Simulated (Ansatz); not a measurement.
```yaml
crystal:
  periodic: [true, true, true]
  atoms:
    - {symbol: O, position_ang: [-1.085199, 0.702115, -1.140083]}
    - {symbol: Si, position_ang: [-0.027352, 0.467843, 0.083407]}
    - {symbol: B, position_ang: [1.232462, -0.933245, 0.100657]}
    - {symbol: O, position_ang: [0.040658, -1.153520, 0.696645]}
    - {symbol: H, position_ang: [-1.932614, 1.100717, -0.933828]}
    - {symbol: H, position_ang: [-0.336337, 1.400338, 1.191966]}
    - {symbol: H, position_ang: [2.169482, -1.652247, -0.044463]}
basis:
  gaussian: {orbitals: aug-cc-pVTZ}
magnetization: {spin_polarized: true, initial_magnetization: 0}
hamiltonian: {xc: {name: B97M-V}}
accuracy: high
output: {forces: true}
```

```sh
$ ansatz run in.yaml --threads 2 --pin off --events-out ev --progress --plain --max-ram 4352MiB
```

Output, abridged:

```
Error: YAML parse error: error: line 2 column 3: crystal: missing field `lattice` (a structure is typed as `lattice` and `atoms`, a molecule's as `atoms` in Å alone, or read from a run's directory, `checkpoint`)
 --> <input>:2:3
1 | crystal:
2 |   periodic: [true, true, true]
3 |   atoms:
4 |     - {symbol: O, position_ang: [-1.085199, 0.702115, -1.140083]}
```

(1) Something in this input is off. What?

Answers

(1) The molecule is marked periodic without a cell. The input was rejected before any iteration.
